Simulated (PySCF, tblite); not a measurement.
Isomers of C7H7F2 (doublet state). Computed values, GFN2-xTB/tblite, gas phase, harmonic and unscaled. Against measured fundamentals such values can be off by several per cent, at times by over 20. One conformer each. Open shells enter through the occupations alone, without spin polarisation, and single modes of such species can be off by tens of per cent.

Electronic energies: B3LYP/pcH-1 single points on the GFN2-xTB geometries (PySCF, gas phase).

| SMILES | electronic energy, lowest = 0 (kJ/mol) |
| --- | --- |
| C=C(F)/C=C(C)\C=[C]/F | 195.4 |
| [H]/[C]=C\[C@]1(F)CC=C1CF | 276.2 |
| [CH2]/C(=C\F)C(=C)/C=C/F | 117.8 |
| C[C@@H]1[CH]C(F)=C(F)C=C1 | 0.0 |
| [H]/[C]=C(\C=C\F)C(/C)=C/F | 222.2 |

Task: How do GFN2-xTB zero-point energies change the relative energies?

Result: 
| SMILES | ZPE (kJ/mol) | of it from modes above 1550 cm⁻¹ | electronic (kJ/mol) | with ZPE, lowest = 0 (kJ/mol) | lowest mode (cm⁻¹) | rings |
| --- | --- | --- | --- | --- | --- | --- |
| C[C@@H]1[CH]C(F)=C(F)C=C1 | 310.7 | 136.7 | 0.0 | 0.0 | 66 | 1 |
| [CH2]/C(=C\F)C(=C)/C=C/F | 299.6 | 150.6 | 117.8 | 106.7 | 50 | 0 |
| C=C(F)/C=C(C)\C=[C]/F | 303.2 | 158.8 | 195.4 | 187.9 | 34 | 0 |
| [H]/[C]=C(\C=C\F)C(/C)=C/F | 298.7 | 158.9 | 222.2 | 210.2 | 44 | 0 |
| [H]/[C]=C\[C@]1(F)CC=C1CF | 301.3 | 147.7 | 276.2 | 266.9 | 22 | 1 |

The zero-point energies span 12.0 kJ/mol, from `[H]/[C]=C(\C=C\F)C(/C)=C/F` to `C[C@@H]1[CH]C(F)=C(F)C=C1`. The order is unchanged.

Task: And how do the electronic energies of GFN2-xTB itself compare?

Result: `C[C@@H]1[CH]C(F)=C(F)C=C1` 0.0; `[CH2]/C(=C\F)C(=C)/C=C/F` 182.6; `C=C(F)/C=C(C)\C=[C]/F` 262.4; `[H]/[C]=C(\C=C\F)C(/C)=C/F` 285.1; `[H]/[C]=C\[C@]1(F)CC=C1CF` 296.7 kJ/mol, lowest = 0. Against the energies above, taken from the same isomer `C[C@@H]1[CH]C(F)=C(F)C=C1`, the largest difference is 67.0 kJ/mol.

Task: What do entropy and thermal enthalpy add at 298.15 K and 1 bar (rigid rotor, harmonic oscillator, one conformer each)?

Result: 
```json
{"SMILES": "C[C@@H]1[CH]C(F)=C(F)C=C1", "point group": "C1", "symmetry number": "1", "S (J/(mol K))": "380.4", "H − H(0) (kJ/mol)": "24.57", "ZPE + H − H(0) − TS (kJ/mol)": "221.8"}
{"SMILES": "[CH2]/C(=C\\F)C(=C)/C=C/F", "point group": "C1", "symmetry number": "1", "S (J/(mol K))": "412.4", "H − H(0) (kJ/mol)": "28.24", "ZPE + H − H(0) − TS (kJ/mol)": "204.9"}
{"SMILES": "C=C(F)/C=C(C)\\C=[C]/F", "point group": "Cs", "symmetry number": "1", "S (J/(mol K))": "421.2", "H − H(0) (kJ/mol)": "28.53", "ZPE + H − H(0) − TS (kJ/mol)": "206.2"}
{"SMILES": "[H]/[C]=C(\\C=C\\F)C(/C)=C/F", "point group": "C1", "symmetry number": "1", "S (J/(mol K))": "425.0", "H − H(0) (kJ/mol)": "29.51", "ZPE + H − H(0) − TS (kJ/mol)": "201.5"}
```

S holds R ln(2S + 1) for the spin.

Not tabulated: `[H]/[C]=C\[C@]1(F)CC=C1CF` (lowest mode only 22 cm⁻¹).
